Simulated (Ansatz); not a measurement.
A series at Zr: from `[NH2][Zr]([NH2])([NH2])[F]`, ligands are replaced one by one, each step taking up H–F and setting free NH₃; n counts the steps. Ansatz, PBE0-D4/def2-TZVP geometries. Each molecule was computed in one conformer, which needn't be the lowest.

| n | molecule | HOMO energy, ωB97M-V/def2-TZVPP (eV) |
| --- | --- | --- |
| 0 | `[NH2][Zr]([NH2])([NH2])[F]` | -9.44 |
| 1 | `[NH2][Zr]([NH2])([F])[F]` | -9.95 |
| 2 | `[NH2][Zr]([F])([F])[F]` | ? |
| 3 | `[F][Zr]([F])([F])[F]` | -14.72 |

Problem. By hand: fit a straight line y = ȳ + b (n − n̄) to the 3 given rows and predict n = 2.

Solution. n̄ = 1.333, ȳ = -11.370; Σ(n − n̄)(y − ȳ) = -8.630, Σ(n − n̄)² = 4.667, so b = -1.849 eV a step. Prediction: -11.370 + (-1.849) × (0.667) = -12.60 eV.

Problem. By hand: compare with the computed value, -10.54 eV, and give the steps along the whole series.

Solution. The line misses by 2.06 eV (computed minus predicted). Steps: -0.51, -0.59, -4.18 eV.

One step carries most of the change, so a line is a poor guide. The highest orbital can change its character along such a series. The miss is 39.0 % of the series' range.
